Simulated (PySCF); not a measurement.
C5H5N2O (charge -1).
Structure used (GFN2-xTB), in Å, numbered top down from 1:
```xyz
13
C5H5N2O angstrom
C     -2.1264   -0.4674   -0.2605
C     -1.0741    0.3136    0.5206
O     -1.4159    1.0762    1.4276
C      0.2714    0.0925    0.1014
C      1.4630    0.7063    0.5573
C      2.4403    0.1013   -0.1996
N      1.8908   -0.8066   -1.0374
N      0.5934   -0.8144   -0.8617
H     -1.7442   -1.4546   -0.4998
H     -2.3190    0.0548   -1.1967
H     -3.0527   -0.5288    0.3097
H      1.5595    1.4683    1.3101
H      3.5095    0.2592   -0.1888
```

Computed geometry: GFN2-xTB, gas phase.

Take the most abundant isotopes and a rigid rotor. The values belong to one conformer with, in the numbering `[CH3:1][C:2](=[O:3])[c:4]1[cH:5][cH:6][n:7][n-:8]1`, C1–C2–C4–C5 176°.

Q: What are A, B and C (GHz)?

A: Ia = 100.39, Ib = 304.19, Ic = 401.25 u·Å²; 505379 MHz·u·Å²/I gives 5034, 1661 and 1260 MHz, that is A = 5.0344, B = 1.6614, C = 1.2595 GHz.

Q: What kind of rotor is it?

A: An asymmetric top; Ray's κ = -0.787.

Q: Is it planar, by Δ = Ic − Ia − Ib?

A: Not planar: Δ = Ic − Ia − Ib = -3.33 u·Å². For a rigid frame Δ = −2 Σ m c², so Σ m c² = 1.66 u·Å² lies off the ab plane: 1.57 from hydrogen and 0.09 from heavier atoms. The atom farthest from that plane is 1.08 Å away.

Q: Give the other two planar moments, Paa and Pbb, and the rms extents of the mass along the axes.

A: Paa = Σ m a² = (Ib + Ic − Ia)/2 = 302.53 and Pbb = Σ m b² = (Ia + Ic − Ib)/2 = 98.72 u·Å². With the mass M = 109.04 u, the rms extents √(P/M) along a, b and c are 1.67, 0.95, 0.12 Å.

Q: Where do the levels up to J = 4 lie, in MHz?

A: Above 0(0,0):
J = 1: 1(0,1) 2921, 1(1,1) 6294, 1(1,0) 6696
J = 2: 2(0,2) 8729, 2(1,2) 11734, 2(1,1) 12939, 2(2,1) 23058, 2(2,0) 23092
J = 3: 3(0,3) 17358, 3(1,3) 19873, 3(1,2) 22283, 3(2,2) 31821, 3(2,1) 31989, 3(3,1) 49711, 3(3,0) 49713
J = 4: 4(0,4) 28717, 4(1,4) 30691, 4(1,3) 34697, 4(2,3) 43478, 4(2,2) 43970, 4(3,2) 61457, 4(3,1) 61469, 4(4,1) 86418, 4(4,0) 86418
Those of J = 1 are B + C, A + C and A + B.

GFN2-xTB frequencies: not computed here. Zero-point vibration and centrifugal distortion are left out.
